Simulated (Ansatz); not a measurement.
```yaml
crystal:
  periodic: [false, false, false]
  atoms:
    - {symbol: F, position_ang: [0.727531, -1.673586, -0.515512]}
    - {symbol: C, position_ang: [0.336254, -0.367837, -0.627771]}
    - {symbol: Al, position_ang: [-0.116041, 0.681943, 0.942089]}
    - {symbol: Te, position_ang: [-1.934978, -0.107107, -0.473762]}
    - {symbol: H, position_ang: [0.621737, 0.004443, -1.609613]}
    - {symbol: H, position_ang: [0.407495, 1.398045, 2.238367]}
basis:
  gaussian: {orbitals: STO-3G}
total_charge: -2
hamiltonian: {xc: {name: PBE0}}
```

```sh
$ ansatz run in.yaml --threads 2 --pin off --events-out ev --progress --plain --max-ram 4352MiB
```

It prints (some lines left out):

```
Functional definition: PBE0
  name "PBE0"
  cite "Adamo & Barone, J. Chem. Phys. 110, 6158 (1999) doi:10.1063/1.478522"
  cite "Perdew, Burke & Ernzerhof, Phys. Rev. Lett. 77, 3865 (1996) doi:10.1103/PhysRevLett.77.3865"
  parent pbe
  parameter a = 0.25
  parameter kappa = 0.804
  parameter beta = 0.06672455060314922
  exchange = (1 - a)*pbe_x(kappa = kappa, mu = beta*pi^2/3) + a*exact_x
  correlation = pbe_c(beta = beta)
557 factors; integrals over basis functions are off by at most 6.6e-5 eV
mean field evaluation 1: about -188416.2343 eV, gradient 5.8e1 eV
mean field evaluation 2: about -188372.7443 eV, gradient 9.2e1 eV
mean field evaluation 4: about -188431.7848 eV, gradient 1.4e1 eV
mean field evaluation 8: about -188432.5495 eV, gradient 2.6e-1 eV
mean field evaluation 16: about -188432.5645 eV, gradient 4.0e-5 eV
mean field -188432.56448933 eV, -6924.7690208033 hartree, gradient 3.8e-5 eV, S^2 0.000000; 3 other end points of the search recorded, 0 dependent functions left out
reference -188432.56450331 eV, -6924.7690213171 hartree; 42, 42 occupied and 6, 6 virtual orbitals, 557 factors
Total energy: -188432.56450331 eV, -6924.7690213171 hartree
```

Task: Something in this input is off. What?

Result: The charge is far from anything that the molecule holds. The run converged. The result belongs to that input, not to the molecule as meant.
